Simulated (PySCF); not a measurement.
## Deuteron quadrupole couplings in `COC[C@H](C)/C(=C/F)SC`

Compound: C₇H₁₃FOS.
Geometry (GFN2-xTB, Å), atoms numbered from 1 in this order:
```
atom  x, y, z in Å
C1    -3.230    1.037   -0.262
O2    -1.981    0.610    0.216
C3    -1.518   -0.552   -0.431
C4    -0.168   -1.004    0.138
C5    -0.221   -1.106    1.663
C6     0.985   -0.121   -0.278
C7     0.868    1.200   -0.295
F8     1.841    2.063   -0.661
S9     2.416   -1.086   -0.660
C10    3.809    0.077   -0.584
H11   -3.998    0.269   -0.110
H12   -3.493    1.929    0.303
H13   -3.184    1.280   -1.331
H14   -2.250   -1.364   -0.290
H15   -1.421   -0.368   -1.513
H16    0.030   -2.000   -0.274
H17   -0.976   -1.827    1.964
H18   -0.471   -0.138    2.086
H19    0.743   -1.427    2.048
H20   -0.041    1.710   -0.019
H21    3.784    0.754   -1.431
H22    3.767    0.627    0.351
H23    4.704   -0.537   -0.618
```

Level: PBE0/pcSseg-1 (PySCF, non-relativistic); Q(2H) = 0.00286 b; rigid geometry, the same for H and D, with no vibrational averaging.

Question: Rank these positions by the coupling χzz of a deuteron there, largest first.
A. H20 (vinylic hydrogen)
B. H16 (methine hydrogen)
C. H12 (methyl hydrogen)
D. H15 (methylene hydrogen)

Answer: A (211 kHz), C (206 kHz), B (194 kHz), D (188 kHz).

Question: Give the electric field gradient Vzz (the principal value of largest size), its asymmetry and the 2H coupling at each hydrogen.

Answer: 
```tsv
atom	bonded to	bond length (Å)	Vzz (au)	η	χzz (kHz)
H11	C1	1.097	0.2897	0.08	195
H12	C1	1.088	0.3070	0.07	206
H13	C1	1.097	0.2887	0.08	194
H14	C3	1.102	0.2802	0.08	188
H15	C3	1.101	0.2790	0.08	188
H16	C4	1.096	0.2891	0.06	194
H17	C5	1.087	0.3175	0.03	213
H18	C5	1.086	0.3145	0.03	211
H19	C5	1.087	0.3143	0.02	211
H20	C7	1.078	0.3145	0.12	211
H21	C10	1.085	0.3145	0.04	211
H22	C10	1.085	0.3154	0.04	212
H23	C10	1.086	0.3156	0.05	212
```

Question: How does χzz go with the bond length over the 13 C–H bonds?

Answer: A straight-line fit has a slope of -13.1 kHz for each 0.01 Å, with a correlation coefficient of -0.95, over lengths from 1.078 to 1.102 Å. The longer bonds have the smaller couplings here.

Question: A static deuteron (I = 1) shows a doublet split by (3/2)χ, (3/4)χ(1 + η) and (3/4)χ(1 − η) with the field along z, y and x of the gradient. What are these for H11?

Answer: With |χ| = 194.7 kHz and η = 0.080: 292, 158 and 134 kHz, to first order and without motion.

Geometry: GFN2-xTB, one conformer, isolated molecule. GFN2-xTB bond lengths can be off by several hundredths of an ångström, more for odd bonds, and the gradients follow them. With so small a basis the couplings can be 20 % off.
